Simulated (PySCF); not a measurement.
Zn(Et)2 (C4H10Zn), SMILES C[CH2][Zn][CH2]C. Heavy atoms are numbered as in [Zn:1]([CH2:2][CH3:3])[CH2:9][CH3:10]. Hydrogens are named by the atom that carries them.

The structure is a stationary point at PBE-D3(BJ)/def2-SVP. The isomer is the one that the SMILES or the coordinates give; other isomers of the formula were not compared. Other conformers were not sampled.

Level of theory: PBE/pcSseg-1 run with PySCF.

GIAO shieldings, no solvent; atoms alike by connectivity are averaged. δ = σ(ref) − σ: ¹³C against TMS (σ = 182.0 ppm); ¹H against TMS (σ = 31.49 ppm), references at their B3LYP-D3(BJ)/def2-TZVP geometries, non-relativistic.

```tsv
nucleus	atoms	count	δ (ppm)
¹³C	C3 (CH3)	2	16.4
¹³C	C2 (CH2)	2	11.3
¹H	H on C3	6	1.74
¹H	H on C2	4	0.97
```
